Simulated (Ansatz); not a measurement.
Start from `[SiH3]O[SiH2]Br` and change one atom or group to get `FCO[SiH2]Br`.

Ansatz, PBE0-D4/def2-TZVP geometries, multiplicity 1. Each molecule was computed in one conformer, which needn't be the lowest.

Scalar relativity is left out up to krypton.

| property | `[SiH3]O[SiH2]Br` |
| --- | --- |
| LUMO energy (B3LYP/def2-TZVPP) / eV | -0.39 |
| HOMO–LUMO gap (B3LYP/def2-TZVPP) / eV | 7.79 |
| size of the dipole moment (ωB97M-V/def2-TZVPP) / D | 1.06 |
| HOMO–LUMO gap (ωB97M-V/def2-TZVPP) / eV | 12.16 |
| size of the dipole moment (B3LYP/def2-TZVPP) / D | 1.04 |
| HOMO–LUMO gap (PBE0/def2-TZVPP) / eV | 8.23 |

What does the change do to each property? (Best estimate.)

The calculation gave: 
```
                                          property  `FCO[SiH2]Br`  shift
               LUMO energy (B3LYP/def2-TZVPP) / eV          -0.13   0.26
             HOMO–LUMO gap (B3LYP/def2-TZVPP) / eV           8.18   0.39
size of the dipole moment (ωB97M-V/def2-TZVPP) / D           1.05  -0.01
           HOMO–LUMO gap (ωB97M-V/def2-TZVPP) / eV          12.68   0.52
  size of the dipole moment (B3LYP/def2-TZVPP) / D           1.05   0.01
              HOMO–LUMO gap (PBE0/def2-TZVPP) / eV           8.66   0.43
```

With PBE0 the HOMO falls by 0.13 eV and the LUMO rises by 0.29 eV, so the gap widens by about 0.42 eV. PBE moves the HOMO by -0.12 eV and ωB97M-V by -0.13 eV. Dipoles are sizes alone; their direction can turn.

B3LYP here is the variant with VWN-RPA as its local correlation; programs differ in this.

Spin–orbit coupling is left out; it splits and shifts lone-pair levels of the heavy atoms by tenths of an eV.
